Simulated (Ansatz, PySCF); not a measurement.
This singlet lies 0.93 eV below the relaxed triplet at the level frozen-core CCSD(T)/cc-pVTZ // PBE0-D3(BJ)/def2-TZVP (Ansatz, a program for electronic structure).

Cartesian coordinates (Å):
```xyz
7

N     -1.5369     0.1996    -0.1393
C     -0.2827     0.0361    -0.0258
Al     1.5325    -0.1992     0.1391
H     -2.0827    -0.1650    -0.9220
H     -2.1014     0.7092     0.5429
H      2.4557     0.9113    -0.5108
H      2.0155    -1.4919     0.9159
```
Charge 0, multiplicity 1.

### Question
What dipole moment, HOMO, total energy, HOMO–LUMO gap and LUMO does PBE0-D3(BJ)/def2-TZVP run with PySCF 2.14.0 give?

### Answer

```json
{
 "dipole_moment": "0.821 e·Å",
 "HOMO": "-5.39 eV",
 "total_energy": "-337.4159 Ha",
 "HOMO–LUMO gap": "4.19 eV",
 "LUMO": "-1.20 eV"
}
```
